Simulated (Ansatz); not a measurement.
Ansatz results at the PBE0-D4/def2-TZVP geometry: LUMO energy (PBE0/def2-TZVPP) -1.80 eV; HOMO energy (ωB97M-V/def2-TZVPP) -10.73 eV; ideal-gas entropy at 298 K and 1 bar (rigid rotor, harmonic PBE0-D4/def2-TZVP) 299 J/(mol·K).

Each molecule was computed in one conformer, which needn't be the lowest.

Q: Which molecule gave them?
A. `[NH2][Cd][SH]`
B. `[F][Cd][Br]`
C. `[OH][Cd][Cl]`
D. `[OH][Cd][O][SiH3]`

A: C. The others give `[F][Cd][Br]`: -2.33, -10.86, 292; `[OH][Cd][O][SiH3]`: -1.75, -10.44, 377; `[NH2][Cd][SH]`: -0.99, -9.31, 321.
